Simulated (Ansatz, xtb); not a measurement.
# Two isomers of BCl3H4OSi

Structure a: `Cl[BH2-][OH+][SiH](Cl)Cl`, a singlet. Structure b: `Cl[SiH2][OH+][BH-](Cl)Cl`, a singlet. Both are isolated molecules in the gas phase, relaxed with PBE0-D4/def2-SVP; the shapes shown needn't be the lowest conformers.

a (Å):

```xyz
10

B    -0.8446    1.4059    2.6825
Cl    0.2001   -0.0837    3.0216
Cl   -0.2109    1.1942   -1.7816
Cl    2.2494    1.2165    0.4340
O    -0.7699    1.4418    1.0443
Si    0.3604    0.5605    0.0933
H    -2.0160    1.2342    2.9330
H    -0.3294    2.4368    3.0529
H    -1.2428    2.1724    0.6188
H     0.1743   -0.8887    0.1866
```

b (Å):

```tsv
atom	x (Å)	y (Å)	z (Å)
B	0.0408	0.9155	-0.2732
Cl	-1.7589	1.8214	3.6638
Cl	-1.0102	-0.5083	-0.6886
Cl	1.6766	0.4440	0.4658
O	-0.6369	1.6029	0.9936
Si	-0.1164	1.1391	2.6043
H	1.0495	1.9480	2.9935
H	-0.0632	-0.3245	2.7544
H	-1.5875	1.7674	0.8818
H	0.1279	1.7481	-1.1389
```

Quicker runs give these differences E(b) − E(a): GFN2-xTB +0.047 eV; HF/STO-3G −0.374 eV (at GFN2-xTB geometries); r2SCAN-D4/def2-SVP −0.072 eV (at GFN2-xTB geometries).

Which of the two would you expect CCSD(T)/def2-SVP + ΔMP2/def2-TZVPP electronic energies to favour?

CCSD(T)/def2-SVP + ΔMP2/def2-TZVPP gives E(b) − E(a) = +0.070 eV, favouring structure a, but this leans on the basis-set step: CCSD(T) alone gives −0.075 eV.

Level by level:

| level | geometry | E(b) − E(a) (eV) | departure from the last row (eV) | job, with rough time for the two |
| --- | --- | --- | --- | --- |
| GFN2-xTB | GFN2-xTB | +0.047 | −0.023 | optimisation, 1.9 s |
| HF/STO-3G | GFN2-xTB | −0.374 | −0.444 | single point, 1.4 s |
| r2SCAN-D4/def2-SVP | GFN2-xTB | −0.072 | −0.142 | single point, 8.7 s |
| PBE0-D4/def2-SVP | PBE0-D4/def2-SVP | −0.075 | −0.145 | optimisation, 3 min |
| HF/def2-SVP | PBE0-D4/def2-SVP | −0.025 | −0.095 | part of the CCSD(T) run |
| MP2/def2-SVP | PBE0-D4/def2-SVP | −0.073 | −0.143 | part of the CCSD(T) run |
| CCSD(T)/def2-SVP | PBE0-D4/def2-SVP | −0.075 | −0.144 | single point |
| CCSD(T)/def2-SVP + ΔMP2/def2-TZVPP | PBE0-D4/def2-SVP | +0.070 |  | single point, 91 s |

As drawn, b has 1 B–Cl, 1 Si–H in place of 1 Cl–Si, 1 B–H.

HF/STO-3G, r2SCAN-D4/def2-SVP, PBE0-D4/def2-SVP, HF/def2-SVP, MP2/def2-SVP, CCSD(T)/def2-SVP put the two in the other order. The largest departure from CCSD(T)/def2-SVP + ΔMP2/def2-TZVPP is that of HF/STO-3G, 0.444 eV. The last row adds to CCSD(T) the change of the MP2 difference between the two basis sets, here +0.144 eV, a large step that makes the value less sure.

With thermal terms from frequencies at re-optimised GFN2-xTB minima (ideal gas, soft modes damped towards free rotors, one conformer each, 298.15 K, 1 atm): on the last row, ΔE + ΔZPE = +0.037, ΔH = +0.031, ΔG = +0.045 eV.

The correlated steps freeze 22 core orbitals. Run with Ansatz 0.2.0, xtb 6.7.1; the last row on 2 threads of Intel(R) Xeon(R) Platinum 8175M CPU @ 2.50GHz (Skylake/Cascade Lake) on a shared host.
